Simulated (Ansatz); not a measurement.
B(PF3)H3 (BPH₃F₃), 8 atoms. Hardware: 4 threads of Intel Xeon on a shared host.

Correlated methods freeze 9 core orbitals.

**Question.** How many basis functions does each of these Ansatz runs have, and roughly what does it cost? RPA@PBE/def2-TZVP, charge 0 singlet, energy, from earlier orbitals; B3LYP-D4/def2-SVP, charge 0 singlet, relaxation, 5 steps; PBE0-D4/def2-SVP, charge 0 singlet, energy with a search over starts; PBE0-D4/def2-SVP, charge 1 doublet at the geometry of the charge 0 singlet, energy with a search over starts; PBE0-D4/def2-SVP, charge 0 singlet, energy, from earlier orbitals; PBE0-D4/def2-TZVP, charge 0 triplet at the geometry of the charge 0 singlet, energy; PBE-D4/def2-TZVP, charge 0 triplet at the geometry of the charge 0 singlet, energy, from earlier orbitals; PBE0-D4/def2-TZVP, charge 1 doublet, energy, from earlier orbitals; PBE-D4/def2-SVP, charge 0 singlet, energy, from earlier orbitals; ωB97X-V/def2-TZVP, charge 0 singlet, energy, from earlier orbitals; MP2/def2-TZVP, charge 0 singlet, energy, from earlier orbitals; HF/STO-3G, charge 0 singlet, energy.

**Answer.** Other jobs shared the machine, so times can vary by a factor of up to 3. A dash marks memory too small to be measured apart from the calling script's.

```json
{"run": "HF/STO-3G, charge 0 singlet, energy", "functions": "32", "fitting or Cholesky vectors": "423", "wall time": "0.62 s", "peak host memory (GiB)": "–"}
{"run": "PBE-D4/def2-SVP, charge 0 singlet, energy, from earlier orbitals", "functions": "89", "fitting or Cholesky vectors": "979", "wall time": "2.8 s", "peak host memory (GiB)": "–"}
{"run": "PBE0-D4/def2-SVP, charge 0 singlet, energy, from earlier orbitals", "functions": "89", "fitting or Cholesky vectors": "835", "wall time": "3.3 s", "peak host memory (GiB)": "–"}
{"run": "PBE0-D4/def2-SVP, charge 0 singlet, energy with a search over starts", "functions": "89", "fitting or Cholesky vectors": "835", "wall time": "3.6 s", "peak host memory (GiB)": "–"}
{"run": "MP2/def2-TZVP, charge 0 singlet, energy, from earlier orbitals", "functions": "179", "fitting or Cholesky vectors": "1181", "wall time": "7 s", "peak host memory (GiB)": "–"}
{"run": "PBE0-D4/def2-TZVP, charge 1 doublet, energy, from earlier orbitals", "functions": "179", "fitting or Cholesky vectors": "1051", "wall time": "8.5 s", "peak host memory (GiB)": "–"}
{"run": "ωB97X-V/def2-TZVP, charge 0 singlet, energy, from earlier orbitals", "functions": "179", "fitting or Cholesky vectors": "1039", "wall time": "9.5 s", "peak host memory (GiB)": "–"}
{"run": "RPA@PBE/def2-TZVP, charge 0 singlet, energy, from earlier orbitals", "functions": "179", "fitting or Cholesky vectors": "1181", "wall time": "9.5 s", "peak host memory (GiB)": "–"}
{"run": "PBE-D4/def2-TZVP, charge 0 triplet at the geometry of the charge 0 singlet, energy, from earlier orbitals", "functions": "179", "fitting or Cholesky vectors": "1039", "wall time": "18 s", "peak host memory (GiB)": "–"}
{"run": "B3LYP-D4/def2-SVP, charge 0 singlet, relaxation, 5 steps", "functions": "89", "fitting or Cholesky vectors": "922", "wall time": "23 s", "peak host memory (GiB)": "–"}
{"run": "PBE0-D4/def2-TZVP, charge 0 triplet at the geometry of the charge 0 singlet, energy", "functions": "179", "fitting or Cholesky vectors": "1051", "wall time": "32 s", "peak host memory (GiB)": "0.72"}
{"run": "PBE0-D4/def2-SVP, charge 1 doublet at the geometry of the charge 0 singlet, energy with a search over starts", "functions": "89", "fitting or Cholesky vectors": "835", "wall time": "40 s", "peak host memory (GiB)": "–"}
```
